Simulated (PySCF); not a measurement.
**MSn cations for M along the halogens**

PBE0 with triple-zeta basis sets in PySCF, for the lowest determinant that a PBE0 search found; no spin–orbit coupling. De refers to high-spin ground-configuration atoms (the charge goes to the atom of lower measured ionisation energy or higher electron affinity, which is not always the lowest computed limit). A positive dipole points towards Sn; it is taken about the centre of mass and depends on that origin.

```csv
M,basis,charged atom,state (unpaired electrons),Re (Å),ωe (cm⁻¹),De (eV),μ (D)
F,cc-pVTZ-PP/cc-pVTZ,Sn+,singlet (closed shell),1.886,690,5.03,3.35
Cl,cc-pVTZ-PP/cc-pV(T+d)Z,Sn+,singlet (closed shell),2.266,430,4.22,2.59
Br,def2-TZVPPD,Sn+,singlet (closed shell),2.401,301,3.91,3.75
I,def2-TZVPPD,Sn+,singlet (closed shell),2.592,242,3.55,4.03
```

(1) By what factor does the harmonic wavenumber vary along the series?

The rows differ in basis set, which adds steps of its own.

Down a group the atoms grow and get heavier, so bonds lengthen and wavenumbers fall; this series shows no clear exception.

Spin–orbit coupling is left out, which matters for elements this heavy, above all for dissociation energies. For an ion De counts to the pair picked by the measured ionisation energies or electron affinities, which need not be the lowest pair at this level.

Answers

(1) At PBE0 it runs from 242 cm⁻¹ (SnI⁺) to 690 cm⁻¹ (SnF⁺), a factor of 2.85.
